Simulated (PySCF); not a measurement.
Ag⁺ (silver, charge +1): UHF calculation

Configuration: [Kr] 4d9 5p1, one real determinant (an excited configuration). Computed with PySCF 2.14 in ANO-RCC-VTZP, with scalar relativity by spin-free X2C-1e.

```json
{
  "Total energy": "-5312.071172 hartree",
  "One-electron energy": "-7304.7331 hartree",
  "Hartree (Coulomb) energy": "2140.5065 hartree",
  "Exchange energy": "-147.8446 hartree",
  "⟨S²⟩": "2.0016",
  "⟨L²⟩": "8.030",
  "Sum of ⟨r⟩": "30.62 bohr",
  "Sum of ⟨r²⟩": "44.63 bohr²",
  "Traceless quadrupole moment −½Σ⟨3z² − r²⟩ along its main axis": "-5.31 e·bohr²",
  "Langevin diamagnetic susceptibility": "-35.4 ×10⁻⁶ cm³/mol"
}
```

| shell | electrons | mean orbital energy (hartree) | spread (hartree) | rms radius, mean of both spins (bohr) |
| --- | --- | --- | --- | --- |
| 1s α | 1 | -942.87856 | 0 | 0.0357 |
| 1s β | 1 | -942.87767 | 0 | 0.0357 |
| 2s α | 1 | -142.47505 | 0 | 0.146 |
| 2s β | 1 | -142.46194 | 0 | 0.146 |
| 2p α | 3 | -127.66836 | 0.01452 | 0.130 |
| 2p β | 3 | -127.65493 | 0.00273 | 0.130 |
| 3s α | 1 | -27.93138 | 0 | 0.392 |
| 3s β | 1 | -27.92374 | 0 | 0.392 |
| 3p α | 3 | -22.93449 | 0.02714 | 0.394 |
| 3p β | 3 | -22.92500 | 0.01515 | 0.394 |
| 3d α | 5 | -15.04543 | 0.02966 | 0.376 |
| 3d β | 5 | -15.02726 | 0.04479 | 0.376 |
| 4s α | 1 | -4.84741 | 0 | 0.976 |
| 4s β | 1 | -4.77226 | 0 | 0.976 |
| 4p α | 3 | -3.31881 | 0.06179 | 1.07 |
| 4p β | 3 | -3.22518 | 0.06013 | 1.07 |
| 4d α | 5 | -1.05292 | 0.06654 | 1.44 |
| 4d β | 4 | -1.01063 | 0.03092 | 1.44 |
| 5p α | 1 | -0.39038 | 0 | 3.80 |

⟨L²⟩ = 8.03 against 12 for a pure F term, so this real determinant mixes terms.

Densities and radii are taken from the X2C orbitals without a picture-change correction, which distorts them close to the nucleus.

Spin-orbit constants ζ (cm⁻¹) from the X2C one-electron operator on these orbitals: bare nucleus, nucleus screened by l(l+1)(2l+1)/3 electrons, and screened by the Breit-Pauli mean field of the electrons.

| shell | bare | screened nucleus | mean field |
| --- | --- | --- | --- |
| 2p | 945800 | 905600 | n/a |
| 3p | 169000 | 161800 | n/a |
| 3d | 24900 | 19600 | n/a |
| 4p | 26230 | 25120 | n/a |
| 4d | 2394 | 1885 | n/a |
| 5p | 1415 | 1355 | n/a |

To first order the Landé constant is A = -402.4 cm⁻¹, so the lowest level has J = 4 and lies 0.150 eV below the centre of the term. This holds in LS coupling only.
